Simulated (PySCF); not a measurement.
From computed data to an observable: oscillator strength and radiative lifetime

In(H)(Et)(NH2) (C2H8InN), SMILES [CH2](C)[InH][NH2].

Geometry optimised at PBE0-D3(BJ)/def2-SVP. The structure was generated by enumeration; whether it is a known compound was not checked. The def2 effective core potentials stand for the cores of In; spin–orbit coupling is left out. One conformer was computed; it need not be the lowest.

TDA-PBE0/def2-SVPD in PySCF puts the first singlet state with f over 0.02 at 5.33 eV (vertical), with the transition dipole (-0.778, 0.181, 0.000) in atomic units.

Problem. Find the oscillator strength, the wavelength and the radiative lifetime that this transition would have in vacuum if emission retraced absorption.

Solution. 
|μ|² = 0.6380 au, so |μ| = 2.03 D. ΔE = 5.33/27.211 = 0.1959 hartree. f = (2/3) ΔE |μ|² = 0.083 (the program prints 0.083).
λ = 1239.84/5.33 = 233 nm; ν = 42989 cm⁻¹.
Einstein's coefficient A = 0.6670 ν² f s⁻¹ (ν in cm⁻¹) = 1.0e8 s⁻¹, so τ = 1/A = 9.7 ns. This state is S2; the lower singlet has f = 0.000. The figure is the radiative limit of this one transition; relaxation, internal conversion, crossing to triplets and a medium change what is measured.
